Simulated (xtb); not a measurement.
InHFBr, SMILES [F][InH][Br]. All values are semi-empirical tight-binding results from xtb (GFN2-xTB unless named), good for trends rather than for accurate numbers. Geometry optimised at GFN2-xTB.

For metal compounds this method's bond lengths and energies can be far off.

| Property | Value |
|---|---|
| point group as xtb finds it | Cs |
| orbital gap | 3.36 eV |
| zero-point energy | 4.2 kcal/mol |
| G − E(el) at 298.15 K (modified RRHO) | -15.3 kcal/mol |
